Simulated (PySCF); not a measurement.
FS, SMILES F[S] (connectivity only; charge and spin as stated), charge -1, multiplicity 1.

Geometry optimised at PBE-D3(BJ)/def2-TZVPD. The spin state was assumed, not searched.

All values below come from ωB97X/def2-TZVPD (PySCF).

Gas-phase values at a fixed geometry.

Computed frontier levels, gap, dipole moment and polarisability:
```json
{
  "highest_occupied_level": "-2.46 eV",
  "lowest_empty_level": "5.60 eV",
  "orbital_gap": "8.07 eV",
  "dipole_moment_about_the_centre_of_nuclear_charge": "1.01 D",
  "mean_static_polarisability": "42.3 bohr³ (6.27 Å³)",
  "polarisability_principal_values": "38.6, 44.1, 44.1 bohr³"
}
```
